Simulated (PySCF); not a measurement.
## Worked example: dipole moment from atomic charges

C3HF4, SMILES C(/F)=[C]\C(F)(F)F, multiplicity 2. Atoms are numbered in the order given.

```xyz
8

F      0.2617     2.8980     0.0000
C     -0.2918     1.6911     0.0000
C      0.3956     0.5691     0.0000
C      0.0544    -0.8671     0.0000
F      0.5376    -1.4945    -1.0805
F      0.5376    -1.4945     1.0805
F     -1.2877    -1.0284     0.0000
H     -1.3911     1.7170     0.0000
```
Charge 0, spin multiplicity 2.

Geometry: B3LYP-D3(BJ)/def2-SVP. The isomer is the one that the SMILES or the coordinates give; other isomers of the formula were not compared.

Charges (e) from PBE/def2-TZVP (PySCF):

```tsv
atom	ESP fit	Mulliken
F1	-0.061	-0.126
C2	-0.068	0.063
C3	-0.033	-0.108
C4	0.377	0.396
F5	-0.128	-0.118
F6	-0.128	-0.118
F7	-0.145	-0.127
H8	0.186	0.138
```

The dipole moment of the full density is 1.36 D.

Q: What dipole moment does each set of point charges give, and which comes closer to that of the density?

A: 
μ = Σ q r, and 1 e Å = 4.8032 D.
ESP fit: Σ q r = (-0.198, 0.214, 0.000) e Å, |μ| = 1.40 D.
Mulliken: Σ q r = (-0.228, 0.057, 0.000) e Å, |μ| = 1.13 D.
ESP fit comes closer in size. Point charges leave out the atoms' own dipoles (lone pairs, polarised bonds); fits to the potential absorb them, partitions of the density don't.
